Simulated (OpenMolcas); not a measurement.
## Fe4+ in Cs2GeF6: curves along the breathing mode

Fe4+ with its 6 nearest fluoride ions, on the Ge site of Cs2GeF6 (a = 9.021 Å, distance in the model lattice 1.804 Å). The rest of the host is ab initio model potentials to 7.6 Å and point charges beyond; the distance is set by hand and nothing relaxes. Ligand basis ANO-RCC-VDZP.

```json
{"Program": "OpenMolcas", "Method": "CASSCF", "Basis": "ANO-RCC-VDZP [5s4p2d1f]", "Scalar Hamiltonian": "DKH2, point nucleus", "Active space": "4 electrons in 5 orbitals (3d)", "State averaging": "2S+1 = 5 even, 5 roots; 2S+1 = 3 even, 45 roots; 2S+1 = 1 even, 50 roots", "Spin-orbit coupling": "state interaction with AMFI integrals over the reference wave functions"}
```

Spin-free energies (labels of O, the rotations of Oh) in cm-1 above the lowest fitted minimum, as all ligands move together:

```json
{"R (Å)": "1.74", "5E": "1810", "5T2": "27510", "3E": "23710", "1E": "19420", "3E(2)": "32690", "1E(2)": "41520", "3E(3)": "55570"}
{"R (Å)": "1.781", "5E": "0", "5T2": "24110", "3E": "21930", "1E": "19810", "3E(2)": "30960", "1E(2)": "39950", "3E(3)": "52260"}
{"R (Å)": "1.822", "5E": "790", "5T2": "23610", "3E": "22730", "1E": "22550", "3E(2)": "31810", "1E(2)": "40970", "3E(3)": "51820"}
{"R (Å)": "1.863", "5E": "3660", "5T2": "25450", "3E": "25580", "1E": "27200", "3E(2)": "34720", "1E(2)": "44090", "3E(3)": "53680"}
{"R (Å)": "1.904", "5E": "8200", "5T2": "29180", "3E": "30060", "1E": "33360", "3E(2)": "39290", "1E(2)": "48880", "3E(3)": "57400"}
{"R (Å)": "1.945", "5E": "14060", "5T2": "34420", "3E": "35810", "1E": "40740", "3E(2)": "45140", "1E(2)": "55000", "3E(3)": "62580"}
{"R (Å)": "1.986", "5E": "20940", "5T2": "40830", "3E": "42530", "1E": "49080", "3E(2)": "52000", "1E(2)": "62180", "3E(3)": "68900"}
```

Cubic fits give the following; the wavenumber is harmonic, with the mass of all moving ligands, small differences in it between states hang on the degree of the fit, a number in brackets counts states of one label, and the table is a selection of at most 14 states with clean curves.

| State | R0 (Å) | Breathing mode (cm-1) | Minimum (cm-1) |
| --- | --- | --- | --- |
| 5E | 1.788 | 654 | 0 |
| 5T2 | 1.810 | 663 | 23490 |
| 3E | 1.788 | 651 | 21930 |
| 1E | 1.753 | 664 | 19280 |
| 3E(2) | 1.787 | 653 | 30970 |
| 1E(2) | 1.784 | 658 | 39980 |
| 3E(3) | 1.809 | 659 | 51690 |
| 1E(3) | 1.812 | 655 | 55340 |
| 1E(4) | 1.812 | 651 | 80290 |
| 1E(5) | 1.816 | 642 | 104820 |

The minimum of 5T2 is shifted by +0.0217 Å against 5E (from the unrounded fits). With M = 114.0 u for the moving shell, the Huang-Rhys factor in this mode is S = M ω ΔR² / 2ħ = 0.01483 × 114.0 × 654 × 0.0217² = 0.52. Only the first shell moves, against a rigid host.

An orbital doublet at a regular site is open to a Jahn-Teller distortion, which this geometry leaves out. Without dynamic correlation the repulsion within the d shell is too large (B by tens of per cent), so at a given field states of lower spin stand too high. This shell can be high or low spin here, a state of another spin lies low, and with metal d orbitals alone active their balance is uncertain, so the ground spin may be wrong. Ligand-to-metal charge-transfer states are missing. With no ligand orbital active B as a rule stays too high, so bands that hang on it stand too high and its fall with covalency is understated. With metal d orbitals alone and no dynamic correlation 10Dq can be off by a tenth to a fifth, either way, in oxide and fluoride hosts. The least metal-like active orbital is 76 % on the metal (Löwdin) and no ligand orbital is active, so the numbers are rough (holds for R = 1.74; R = 1.781; R = 1.822). The least metal-like active orbital is 75 % on the metal (Löwdin) and no ligand orbital is active, so the numbers are rough (holds for R = 1.863; R = 1.904). The least metal-like active orbital is 74 % on the metal (Löwdin) and no ligand orbital is active, so the numbers are rough (holds for R = 1.945). The least metal-like active orbital is 72 % on the metal (Löwdin) and no ligand orbital is active, so the numbers are rough (holds for R = 1.986). No measured value stands beside these numbers.
